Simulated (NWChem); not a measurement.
# CH6O2Si2; SMILES C[SiH]1O[SiH2]O1

```xyz
11

C      0.6254     2.2537     0.0000
Si    -0.4845     0.7587     0.0000
O     -0.1143    -0.4031    -1.2161
Si     0.2340    -1.5571     0.0000
O     -0.1143    -0.4031     1.2161
H      0.4309     2.8773     0.8968
H      1.6923     1.9552     0.0000
H      0.4309     2.8773    -0.8968
H     -1.9343     1.1444     0.0000
H      1.6621    -2.0165     0.0000
H     -0.6979    -2.7321     0.0000
```
Atoms are numbered in this order, from 1.

Results from NWChem. The geometry was optimised at PBE-D3(BJ)/def2-SVP. B3LYP is NWChem's, with the RPA form of VWN correlation. Ions are spin-unrestricted doublets at the neutral geometry; other ion states weren't tried.

### Question
Among these, which level gives the lowest value of “ΔSCF minus −ε(HOMO) (eV)”?
(A) LRC-wPBEh/def2-SVP
(B) LDA (Slater exchange, VWN5)/def2-SVP
(C) BHandHLYP/def2-SVP
(D) B3LYP/def2-SVP

### Answer
A, LRC-wPBEh/def2-SVP. Values: LRC-wPBEh/def2-SVP 0.37; BHandHLYP/def2-SVP 1.09; B3LYP/def2-SVP 2.17; LDA (Slater exchange, VWN5)/def2-SVP 2.87
